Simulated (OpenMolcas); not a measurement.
Ru III: effect of the IPEA shift

```yaml
Program: OpenMolcas 26.06
Basis: ANO-RCC-VQZP [8s7p5d3f2g1h]
Scalar_Hamiltonian: DKH2, point nucleus
Active_space: 6 electrons in 5 orbitals (4d)
State_averaging: 2S+1 = 5 even, 5 roots; 2S+1 = 3 even, 45 roots; 2S+1 = 1 even, 50 roots
Spin-orbit_coupling: state interaction with AMFI integrals over the reference wave functions, term energies averaged over their components
```

Methods on the same reference wave functions:
A. CASSCF
B. MS-CASPT2, IPEA 0.25 Eh, imaginary shift 0.1 Eh (closed shells correlated: 4s 4p)
C. MS-CASPT2, IPEA 0.5 Eh, imaginary shift 0.1 Eh (closed shells correlated: 4s 4p)

Energies in cm⁻¹ above 4d⁶ ⁵D₄, the measured ground level; measured values from Moore, Atomic Energy Levels, vol. III, NSRDS-NBS 35 (1971 reprint of NBS Circular 467, 1958).

```json
{"Level": "4d⁶ ⁵D₄", "A": "0.0", "B": "0.0", "C": "0.0", "Measured": "0.0"}
{"Level": "4d⁶ ⁵D₃", "A": "1156", "B": "1171", "C": "1167", "Measured": "1159"}
{"Level": "4d⁶ ⁵D₂", "A": "1873", "B": "1862", "C": "1864", "Measured": "1826"}
{"Level": "4d⁶ ⁵D₁", "A": "2332", "B": "2310", "C": "2320", "Measured": "2266"}
{"Level": "4d⁶ ⁵D₀", "A": "2554", "B": "2530", "C": "2540", "Measured": "2476"}
{"Level": "4d⁶ ³H₆", "A": "17772", "B": "15590", "C": "16130", "Measured": ""}
{"Level": "4d⁶ ³H₅", "A": "18180", "B": "15850", "C": "16410", "Measured": ""}
{"Level": "4d⁶ ³P₂(1)", "A": "18957", "B": "15340", "C": "16150", "Measured": ""}
{"Level": "4d⁶ ³F₄(1) [54 %]", "A": "20236", "B": "17330", "C": "18020", "Measured": ""}
{"Level": "4d⁶ ³F₃(1)", "A": "20685", "B": "17380", "C": "18180", "Measured": ""}
{"Level": "4d⁶ ³F₂(1)", "A": "21235", "B": "17900", "C": "18730", "Measured": ""}
{"Level": "4d⁶ ³P₁(1)", "A": "22288", "B": "18660", "C": "19490", "Measured": ""}
{"Level": "4d⁶ ³G₅", "A": "22545", "B": "19220", "C": "19830", "Measured": ""}
{"Level": "4d⁶ ³P₀(1)", "A": "23126", "B": "19350", "C": "20200", "Measured": ""}
{"Level": "4d⁶ ³G₄", "A": "23673", "B": "20220", "C": "20870", "Measured": ""}
{"Level": "4d⁶ ³G₃", "A": "23984", "B": "20490", "C": "21170", "Measured": ""}
{"Level": "4d⁶ ¹I₆", "A": "27238", "B": "24040", "C": "24320", "Measured": ""}
{"Level": "4d⁶ ³D₂", "A": "28488", "B": "23040", "C": "23930", "Measured": ""}
{"Level": "4d⁶ ³D₁", "A": "28615", "B": "23200", "C": "24120", "Measured": ""}
{"Level": "4d⁶ ³D₃", "A": "28845", "B": "23370", "C": "24290", "Measured": ""}
{"Level": "4d⁶ ¹G₄(1)", "A": "29301", "B": "25390", "C": "25870", "Measured": ""}
{"Level": "4d⁶ ¹S₀(1)", "A": "33711", "B": "28100", "C": "29200", "Measured": ""}
{"Level": "4d⁶ ¹D₂(1)", "A": "35300", "B": "29430", "C": "29780", "Measured": ""}
{"Level": "4d⁶ ¹F₃", "A": "39635", "B": "32310", "C": "32910", "Measured": ""}
```

Deviations, from unrounded energies. A percentage is the sum of absolute deviations over the sum of measured energies, with the sign that they share, or ± where signs differ.

```csv
Against measurement,Levels,A,B,C
mean absolute deviation (cm-1),4,49,38,39
fine structure of the ground term (%),4,±2.5,+1.9,+2.0
```

B, C lie about equally close to measurement and A furthest from it. The largest miss of B in the table is 4d⁶ ⁵D₀, by +55 cm-1. The ranking rests on the paired levels alone, and a cruder setting can come out closer through cancelling errors.

Between B and C the level of the table that moves most is 4d⁶ ¹S₀(1), by 1100 cm-1 (lowest in B, highest in C). Moves below CASPT2's spread within the term are not significant.

The two smallest mean deviations differ by little beside CASPT2's spread within terms, so their order carries little weight.

From A to B the spin-free energies of the other terms of 4d⁶ shown, above ⁵D, scale by factors of 0.80 to 0.87, as is usual when dynamic correlation screens the repulsion within a d or f shell.

The lowest spin-free term lies below A's lowest term by 0.474 hartree in B, 0.463 hartree in C.

Term energies are means over components that CASPT2 splits; among the terms shown or strongly mixed into the levels shown the widest spread is 2300 cm-1 (4d⁶ ¹I, C). Levels of configurations with an s electron are missing; early in the row they begin among the upper levels of the d shell and mix with terms of their name. The CASPT2 spread within a term exceeds the gap to the next term for 4d⁶ ³D and 4d⁶ ¹I, 4d⁶ ¹I and 4d⁶ ¹G(1), so the order of their levels is uncertain (figures for B; the like holds for C). Without dynamic correlation excited terms often stand tens of per cent too high (terms of higher spin than the ground term too low), and those without a measured partner can miss by more than the paired ones (holds for A). Computed and measured levels are paired by configuration, term and J; levels that our copy of the source lacks, or whose pairing is in doubt (as where it misses far off the trend of its configuration), stay unpaired and out of the deviations. Levels of configurations outside the active space are missing. Levels that lie high or do not pair safely by name in every column are left out.

A share in square brackets marks a mixed level and gives the weight of the term that names it, the lowest over the columns. A number in round brackets counts repeated terms of one configuration in the order of the reference energies.
